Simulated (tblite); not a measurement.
C5H8NSi (charge -1).
Z-matrix (Å and degrees, GFN2-xTB geometry), rows numbered from 1:
```
C 
C   1  1.3294
C   2  1.4595  1  126.04
Si  3  1.9667  2  109.70  1    97.38
C   4  1.9250  3  100.99  2    71.00
C   4  1.8599  3   99.12  2   174.10
N   6  1.1614  4  162.03  3   129.31
H   1  1.0792  2  121.27  3     3.50
H   1  1.0804  2  122.51  3  -175.47
H   2  1.0875  1  118.47  3   175.46
H   3  1.0922  2  111.17  1   -21.03
H   3  1.0946  2  110.44  1  -141.76
H   5  1.0916  4  110.12  3   -79.38
H   5  1.0945  4  114.56  3    41.62
H   5  1.0909  4  110.18  3   162.88
```

Method: GFN2-xTB as coded in tblite; computed harmonic values from a numerical Hessian at the method's own geometry, unscaled. The method is semi-empirical: single wavenumbers can be off by several per cent or more. One conformer, not necessarily the lowest.

Harmonic wavenumbers (cm⁻¹): 39.0, 83.1, 93.3, 132.4, 140.7, 184.1, 247.6, 314.0, 349.6, 412.4, 527.2, 614.2, 674.4, 701.8, 781.2, 800.3, 806.7, 816.5, 962.2, 1009.9, 1073.0, 1142.1, 1221.5, 1314.4, 1381.0, 1426.6, 1495.9, 1530.0, 1547.3, 1682.7, 2209.1, 2897.8, 2909.1, 2955.8, 2962.0, 2981.3, 2990.3, 3053.6, 3081.7.

A = 4000, B = 1178, C = 998.6 MHz; mass 110.043 u (most abundant isotopes); point group C1, symmetry number 1.

Q: Zero-point energy?

A: ½Σν̃ = 24773 cm⁻¹ = 296.35 kJ/mol.

Q: Give the ideal-gas entropy at 298.15 K and 1 bar in the rigid-rotor, harmonic-oscillator model (classical rotation).

A: Translation 167.48, rotation 119.72, vibration 120.61: S = 407.8 J/(mol K).

Q: And Cp and H(298.15 K) − H(0)?

A: Cp = 144.76 J/(mol K), of which vibrations give 111.50 (their classical limit is 39 R = 324.3); H(298.15 K) − H(0) = 28.12 kJ/mol without the zero-point energy, 18.20 from vibrations.

Q: Which modes carry the vibrational entropy at 298.15 K?

A: 39.0 cm⁻¹: 22.21; 83.1 cm⁻¹: 15.97; 93.3 cm⁻¹: 15.02; 132.4 cm⁻¹: 12.18; 140.7 cm⁻¹: 11.69; 184.1 cm⁻¹: 9.57 J/(mol K); the other 33 give 33.98 together.

Q: Blend soft modes into free rotors: weight 1/[1 + (100 cm⁻¹/ν̃)⁴] for the oscillator and the rest for a rotor with moment μB/(μ + B), μ = h/(8π²ν), B = 10⁻⁴⁴ kg m². What vibrational entropy results?

A: 110.09 J/(mol K) in place of 120.61, which changes −T·S at 298.15 K by +3.14 kJ/mol.

Q: How do the functions run with temperature in this model?

A: 
| T (K) | S (J/(mol K)) | Cp (J/(mol K)) | H − H(0) (kJ/mol) | G − H(0) (kJ/mol) | ln q(vib) |
| --- | --- | --- | --- | --- | --- |
| 150 | 326.2 | 97.8 | 10.12 | -38.81 | 3.32 |
| 250 | 383.7 | 129.9 | 21.51 | -74.41 | 5.96 |
| 400 | 454.5 | 173.5 | 44.36 | -137.43 | 9.60 |
| 600 | 533.6 | 217.3 | 83.70 | -236.48 | 14.06 |
| 900 | 630.7 | 261.2 | 155.96 | -411.66 | 20.05 |

q(vib) and H(0) count from the zero-point level.

Q: What must be added to the electronic energy to get the Gibbs energy at 298.15 K and 1 bar?

A: ZPE + [H(298.15 K) − H(0)] − T·S = 296.35 + 28.12 − 121.59 = 202.88 kJ/mol.

Hindered rotation and anharmonicity are outside this model. Other conformers, if any are populated, would add a mixing term that is left out. The structure is chiral; the term R ln 2 for an equal mix with its mirror image is left out.

On one thread of an Intel Xeon, no GPU, on a shared host, this took 0.75 s of wall time. This covers the Hessian and the dipole derivatives.
